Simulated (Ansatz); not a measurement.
`[SiH3]S[CH2][GeH3]` and `[AlH2][SiH2]CS[SiH3]` differ in one atom or group.

Ansatz, PBE0-D4/def2-TZVP geometries, multiplicity 1. Each molecule was computed in one conformer, which needn't be the lowest.

Scalar relativity is left out up to krypton.

| property | `[SiH3]S[CH2][GeH3]` |
| --- | --- |
| HOMO energy (B3LYP/def2-TZVPP) / eV | -6.80 |
| LUMO energy (B3LYP/def2-TZVPP) / eV | -0.29 |
| HOMO–LUMO gap (ωB97M-V/def2-TZVPP) / eV | 10.88 |
| LUMO energy (PBE/def2-TZVPP) / eV | -0.95 |
| HOMO energy (ωB97M-V/def2-TZVPP) / eV | -9.23 |
| HOMO energy (PBE/def2-TZVPP) / eV | -5.84 |

(1) Give the same properties after the change, and the shifts. (Best estimate.)

## Answers

(1) Ansatz gave: 
```json
{"property": "HOMO energy (B3LYP/def2-TZVPP) / eV", "`[AlH2][SiH2]CS[SiH3]`": "-6.70", "shift": "0.10"}
{"property": "LUMO energy (B3LYP/def2-TZVPP) / eV", "`[AlH2][SiH2]CS[SiH3]`": "-1.08", "shift": "-0.79"}
{"property": "HOMO–LUMO gap (ωB97M-V/def2-TZVPP) / eV", "`[AlH2][SiH2]CS[SiH3]`": "9.67", "shift": "-1.21"}
{"property": "LUMO energy (PBE/def2-TZVPP) / eV", "`[AlH2][SiH2]CS[SiH3]`": "-1.78", "shift": "-0.83"}
{"property": "HOMO energy (ωB97M-V/def2-TZVPP) / eV", "`[AlH2][SiH2]CS[SiH3]`": "-8.88", "shift": "0.35"}
{"property": "HOMO energy (PBE/def2-TZVPP) / eV", "`[AlH2][SiH2]CS[SiH3]`": "-5.86", "shift": "-0.02"}
```

With PBE0 the HOMO rises by 0.15 eV and the LUMO falls by 0.85 eV, so the gap narrows by about 1.00 eV. PBE moves the HOMO by -0.02 eV and ωB97M-V by 0.35 eV.

B3LYP here is the variant with VWN-RPA as its local correlation; programs differ in this.
